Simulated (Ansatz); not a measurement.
Geometry optimisation, DFT PBE-D3(BJ), scalar-relativistic, plane waves, PAW (Ansatz).

Input:

```yaml
accuracy: low
crystal:
  lattice:
    - [7.98957, 0.0, 0.0]
    - [0.0, 7.98957, 0.0]
    - [0.0, 0.0, 7.98957]
  atoms:
    - { symbol: B, position: [0.1412038, 0.6418219, 0.5277392] }
    - { symbol: F, position: [0.2002775, 0.4883115, 0.5100236] }
    - { symbol: F, position: [-0.0096688, 0.6794273, 0.471239] }
    - { symbol: F, position: [0.2330026, 0.7577268, 0.601955] }
    - { symbol: B, position: [0.564203, 0.6984123, 0.2349709] }
    - { symbol: F, position: [0.5858413, 0.8596159, 0.204736] }
    - { symbol: F, position: [0.6951656, 0.6010201, 0.2620363] }
    - { symbol: F, position: [0.4116021, 0.6346009, 0.2381404] }
    - { symbol: B, position: [0.429024, 0.3045951, 0.6926774] }
    - { symbol: F, position: [0.5072588, 0.2067198, 0.8006992] }
    - { symbol: F, position: [0.4295009, 0.4686158, 0.7142636] }
    - { symbol: F, position: [0.3503123, 0.2384497, 0.5630695] }
    - { symbol: B, position: [0.9867717, 0.5942744, 0.0839425] }
    - { symbol: F, position: [0.9575792, 0.7503556, 0.1303692] }
    - { symbol: F, position: [0.8604739, 0.4902754, 0.0594061] }
    - { symbol: F, position: [1.142262, 0.5421923, 0.0620522] }
    - { symbol: B, position: [0.0058376, 0.1064782, 0.8893657] }
    - { symbol: F, position: [0.0245821, 0.1963157, 1.0270132] }
    - { symbol: F, position: [0.1376769, 0.0678944, 0.7971775] }
    - { symbol: F, position: [-0.1447462, 0.0552245, 0.8439063] }
    - { symbol: H, position: [0.9407643, 0.9980676, 0.3895001] }
    - { symbol: H, position: [0.9444268, 0.9813802, 0.2988296] }
    - { symbol: H, position: [0.9800029, 0.2293468, 0.546341] }
    - { symbol: H, position: [0.927273, 0.1789849, 0.6028766] }
    - { symbol: H, position: [0.2703435, 0.7648801, 0.9420421] }
    - { symbol: H, position: [0.3107205, 0.8185186, 0.8787521] }
    - { symbol: H, position: [0.6807522, 0.8793325, 0.5470228] }
    - { symbol: H, position: [0.7414582, 0.9487789, 0.5447878] }
    - { symbol: H, position: [0.2321648, 0.1014341, 0.3254217] }
    - { symbol: H, position: [0.1992337, 0.1640265, 0.26617] }
basis:
  ecutwfc: 420.0
kpoints:
  mp_grid: { grid: [1, 1, 1] }
hamiltonian:
  xc: pbe
  dispersion: d3bj
scf:
  occupations: { method: fermi_dirac, width: 0.05 }
  lower_state_search: "off"
relax:
  f_tol: 0.3
  max_steps: 15
  adjacent_minimum: "off"
```

Launched with:

```bash
$ ansatz run input.yaml --threads 1 --pin off --max-ram 3072MiB --backend cpu --events-out ev --progress --plain --runs-dir out
```

**Question.** Where does it end, and by what steps?

**Answer.** The run converged. The threshold is loose, so the end isn't yet a minimum. The force dipped under the threshold on the way, but the program's further checks kept it going. Limits of this set-up: coarse k mesh, low accuracy level. After 11 steps the energy has fallen by 1.214 eV; F12 moved furthest, 1.33 Å.

```csv
step,energy less start (eV),largest force component (eV/Å),accepted
0,0.0000,0.748,yes
1,-0.4401,1.570,yes
2,-0.7144,0.877,yes
3,-0.8985,0.698,yes
4,-1.0081,0.243,yes
5,-1.0081,0.243,yes
6,-1.0607,0.529,yes
7,-1.0985,0.470,yes
8,-1.1312,0.390,yes
9,-1.1384,0.662,yes
10,-1.2141,0.105,yes
11,-1.2141,0.105,yes
```

```xyz
30
Lattice="7.9896 0.0000 0.0000 0.0000 7.9896 0.0000 0.0000 0.0000 7.9896" Properties=species:S:1:pos:R:3
B 1.223 5.120 4.108
F 1.636 3.869 4.240
F 0.072 5.368 3.499
F 1.919 6.112 4.645
B 4.347 5.585 1.939
F 4.778 6.772 1.558
F 5.199 4.601 2.173
F 3.041 5.367 2.075
B 3.928 2.261 6.273
F 4.143 1.429 7.280
F 3.660 3.535 6.523
F 4.024 1.834 5.023
B 7.733 4.755 -0.049
F 7.769 5.898 0.614
F 6.602 4.321 -0.584
F 8.847 4.058 -0.212
B 0.113 0.666 6.858
F -0.234 1.208 8.012
F 1.250 1.025 6.274
F -0.675 -0.227 6.273
H 7.329 8.291 3.237
H 6.937 8.204 2.602
H 7.274 2.726 4.731
H 6.605 2.380 4.744
H 2.670 6.177 7.476
H 2.989 6.774 7.143
H 4.606 6.398 4.807
H 5.186 6.755 4.484
H 2.585 0.931 2.553
H 2.174 1.224 1.996
```

The run took 52 s on 1 thread of Intel(R) Xeon(R) Platinum 8259CL CPU @ 2.50GHz (Skylake/Cascade Lake), on a shared host, peak memory 0.53 GiB.
